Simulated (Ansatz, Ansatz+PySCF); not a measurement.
```xyz
11

C     1.1455   -0.6167    0.1428
C     0.0992    0.4836    0.2910
C    -1.2156    0.1758   -0.4178
H     2.0655   -0.3600    0.6720
H     0.7846   -1.5659    0.5472
H     1.4019   -0.7806   -0.9069
H     0.5057    1.4223   -0.0962
H    -0.0955    0.6559    1.3536
H    -1.9383    0.9818   -0.2766
H    -1.0666    0.0486   -1.4929
H    -1.6657   -0.7437   -0.0356
```

Basis set: def2-SVP (spherical functions). Left uncorrelated: 3 orbitals. Charge 0, multiplicity 3.

Computed with Ansatz (development build ahead of 0.2.0); each method stands on the lowest determinant of its kind that the runs found.

The atomization energy at this shape (free ground-state atoms in the same class of orbitals less the molecule, no zero-point energy) of triplet C3H8:

```
method  atomization energy
   UHF            24.07 eV
```

Q: What does UHF-MP2 give?

A: 31.73 eV. Caution: another spin multiplicity may lie lower.
